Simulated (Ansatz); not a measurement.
Consider the redistribution: `[OH][GaH2]` + `CO[SiH](F)[SeH]` → `[OH][GaH][SeH]` + `CO[SiH2]F`.

Isolated molecules relaxed with PBE0-D4/def2-TZVP in Ansatz; ΔE leaves out vibrations. CCSD(T)/CBS adds triple-zeta CCSD(T) − MP2 to the extrapolated MP2 energy (def2 sets, frozen cores). DFT in def2-TZVPP. B3LYP here is the variant with VWN-RPA as its local correlation; programs differ in this. For Ga, Se outer-core shells are correlated without core-valence functions, which leaves a few kJ/mol of doubt a bond. Scalar relativity is left out up to krypton. One conformer a species, not always the lowest.

| level | ΔE (kcal/mol) | difference from CCSD(T)/CBS |
| --- | --- | --- |
| LDA (SPW92) | -8.8 | 2.1 |
| PBE-D4 | -9.6 | 1.3 |
| r2SCAN-D4 | -10.2 | 0.7 |
| BHLYP-D4 | -11.6 | -0.7 |
| ωB97M-V | -9.9 | 1.0 |
| PBE | -10.4 | 0.5 |
| PBE0 | -10.8 | 0.1 |
| B3LYP | -12.0 | -1.1 |
| r2SCANh | -10.6 | 0.3 |
| CAM-B3LYP | -11.3 | -0.4 |
| LC-ωPBE | -10.0 | 0.9 |
| HF/def2-SVP | -14.4 | -3.5 |
| CCSD/def2-SVP | -13.3 | -2.4 |
| CCSD(T)/def2-SVP | -13.2 | -2.3 |
| CCSD/def2-TZVPP | -11.8 | -0.9 |
| MP2/def2-QZVPP | -11.1 | -0.2 |
| CCSD(T)/CBS | -10.9 | 0 |

Largest T1 diagnostic among the species: 0.015.

At CCSD(T), def2-SVP lies −2.3 kcal/mol from the extrapolated value and def2-TZVPP −0.7 kcal/mol. Leaving LDA and LC-ωPBE aside and taking each functional with its dispersion term where it has one, the values, not all of them listed here, spread over 3.9 kcal/mol, from B2PLYP to B97M-V. LDA lies +1.6 kcal/mol from PBE without D4. The D4 term adds +1.2 kcal/mol with B3LYP and +0.7 kcal/mol with PBE0; it sums over pairs of atoms, weighted by their polarisabilities, and B3LYP, whose exchange is more repulsive, gets the larger term.
